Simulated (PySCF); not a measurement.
RuF5, broken-symmetry Ms = 1/2: data card

All numbers come from PySCF, UB3LYP, basis Ru def2-SVP with ECP28, F def2-SVP (scalar-relativistic core potentials, no spin–orbit coupling, density fitting).

The structure is a minimum.

```xyz
6
charge 0 multiplicity 2, angstrom
Ru    0.0000    0.0000   -0.0772
F     0.0000    0.0000    1.7217
F     1.8248    0.0000   -0.3307
F     0.0000    1.8248   -0.3307
F    -1.8248    0.0000   -0.3307
F     0.0000   -1.8248   -0.3307
```

| Quantity | Value |
| --- | --- |
| Point group | C4v |
| Bond lengths | Ru–F 1.799 Å, Ru–F 1.842 Å (×4) |
| Bond angles | F–Ru–F 88.9° (×4), F–Ru–F 97.9° (×4), F–Ru–F 164.2° (×2) |
| Rotational symmetry number | 4 |
| Principal polarisabilities | 30.0, 42.2, 42.2 bohr³ |
| Heat capacity Cp at 298.15 K | 104.5 J/(mol K) |
| Spin squared ⟨S²⟩ | 1.755 |
| Principal quadrupole moments (Buckingham, traceless) about the centre of mass | -3.29, -3.29, 6.58 D Å |
| Highest occupied level (β) | -9.61 eV |
| Atomisation energy without zero-point energy | 1828 kJ/mol |
| Rotational constants | 0.08791, 0.08791, 0.06662 cm⁻¹ |
| Zero-point energy | 29.2 kJ/mol |
| Enthalpy at 298.15 K above 0 K | 21.77 kJ/mol |
| Lowest empty level (α) | -6.76 eV |
| Entropy at 298.15 K and 1 bar (electronic part: spin only) | 355.1 J/(mol K) |
| Dipole moment | 0.78 D |

Harmonic modes (masses in u: Ru 101.904, F 18.998):
```tsv
symmetry	ω (cm⁻¹)	IR (km/mol, summed over degenerate members)	μ (u)
b1	120	0.0	19.00
e	156	0.1	19.15
a1	235	21.7	25.12
e	240	23.6	22.49
b2	269	0.0	19.00
b1	631	0.0	19.00
a1	676	7.8	19.22
e	714	347	24.58
a1	733	52.0	22.02
```

In C4v the vibrations span 2b1 + 3e + 3a1 + b2. The b1, b2 modes carry no infrared intensity, as symmetry demands.

Charges (e):
| atom | Mulliken | Löwdin | polar tensor | spin (Mulliken) | Mayer order to Ru1 |
| --- | --- | --- | --- | --- | --- |
| Ru1 | 1.34 | 0.39 | 2.46 | 0.66 | – |
| F2 | -0.22 | -0.02 | -0.39 | 0.17 | 1.09 |
| F3,4,5,6 | -0.28 | -0.09 | -0.52 | 0.04 | 1.02 |

Mulliken populations on Ru1 (electrons outside its core potential): s 2.25, p 6.59, d 5.77, f 0.05.

Outer orbital energies (eV). α occupied: -12.66, -12.66, -12.63, -12.05, -12.05, -11.42, -10.05, -10.05; empty: -6.76, -5.83, -3.29, -0.28. β occupied: -12.59, -12.42, -12.42, -12.21, -12.21, -11.90, -11.82, -9.61; empty: -6.65, -6.65, -5.63, -2.84.

The determinant is spin-contaminated (⟨S²⟩ = 1.75, pure value 0.75). Only a few start shapes were tried, so a lower isomer may exist. Other spin states or occupations of the open shell can lie lower.

The final relaxation and frequency run took roughly 10 core-minutes on a shared host.
